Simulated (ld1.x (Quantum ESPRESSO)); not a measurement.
# Ca: one change to a TM potential, before and after

ld1.x (Quantum ESPRESSO) 7.5 input, shortened:

```
&input
   title='Ca', zed=20., rel=1, dft='BLYP', iswitch=3,
   config='[Ar] 3d0 4s1 4p0'
 /
 &inputp
   pseudotype=2, tm=.true., lloc=0,
   nlcc=.true., new_core_ps=.true., rcore=2.20
 /
3
4P  2  1   0.00   0.00  4.15  4.15  0.0
3D  3  2   0.00   0.00  2.30  2.30  0.0
4S  1  0   1.00   0.00  3.15  3.15  0.0
 &test
   configts(1)='3d0 4s1 4p0'
 /
```

Change: reference 3d0 4s2 4p0.

Cutoffs: the cutoffs (Ry, on a coarse ladder) from which the occupation-weighted sum of valence levels, in a spherical-Bessel basis at the reference potential, stays within 10 and 1 mRy of its value at 400 Ry; they do not see the model core or the augmentation charge, which bear on the density cutoff. Errors are all-electron minus pseudo energies relative to the spin-unpolarised reference configuration.

Question: What does the change do?

Answer: Both files are so soft that the ladder of cutoffs tells neither apart; neither file shows a bound ghost.

```tsv
quantity	base	changed
cutoff, loose	6 Ry	6 Ry
cutoff, tight	10 Ry	10 Ry
bound ghosts	none	none
largest error over its own tests, meV	-211	-175
s: phases at 4.47 bohr within 0.05 rad from the reference energy up to (Ry; the scan ends near 5)	0.4	0.8
p: phases at 4.47 bohr within 0.05 rad from the reference energy up to (Ry; the scan ends near 5)	0.8	1.2
d: phases at 4.47 bohr within 0.05 rad from the reference energy up to (Ry; the scan ends near 5)	-0.2	0.3
```

Base: The cutoffs count occupied waves only; the empty 3d level needs 35 Ry at the loose tolerance. Changed file: The cutoffs count occupied waves only; the empty 3d level needs 35 Ry at the loose tolerance.
